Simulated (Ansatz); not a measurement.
Total energies of the cluster B2O3 (the lowest singlet isomer of a short search) from Ansatz at PBE0-D4/def2-TZVP, gas phase (1 Eh = 27.2114 eV = 2625.5 kJ/mol). The reference geometry is relaxed at PBE-D4/def2-SVP.

```xyz
5

B     0.754   -0.901    0.598
B    -0.750    0.903   -0.599
O    -1.459    1.729   -1.150
O     0.018    0.013   -0.004
O     1.436   -1.744    1.155
```

| state | geometry | energy (Eh) |
| --- | --- | --- |
| charge 0 singlet | reference | -275.33889 |
| charge 1 doublet | reference | -274.88470 |
| charge 0 triplet | relaxed at PBE-D4/def2-SVP | -275.18700 |
| charge 0 quintet | relaxed at PBE-D4/def2-SVP | -275.03232 |
| free B atom (doublet) | – | -24.61828 |
| free O atom (triplet) | – | -75.01860 |

Work out the vertical ionisation energy to the doublet.

E(charge 1 doublet) − E(charge 0 singlet) = -274.88470 − (-275.33889) = 0.45419 Eh = 12.36 eV. For comparison, −ε of the highest occupied level is 10.11 eV at this level, 2.25 eV less.

Which of the charge 0 states is lowest, and how far above it are the others?

The singlet. triplet: -275.18700 − (-275.33889) = 0.15189 Eh = 398.8 kJ/mol; quintet: -275.03232 − (-275.33889) = 0.30657 Eh = 804.9 kJ/mol.

What is the binding energy per atom against free atoms?

Atoms: 2 × (-24.61828) + 3 × (-75.01860) = -274.29236 Eh. Binding: -274.29236 − (-275.33889) = 1.04653 Eh = 28.48 eV, or 5.70 eV for each of 5 atoms (no zero-point energy, no counterpoise term).

The structure comes from a short search, and lower isomers may exist.
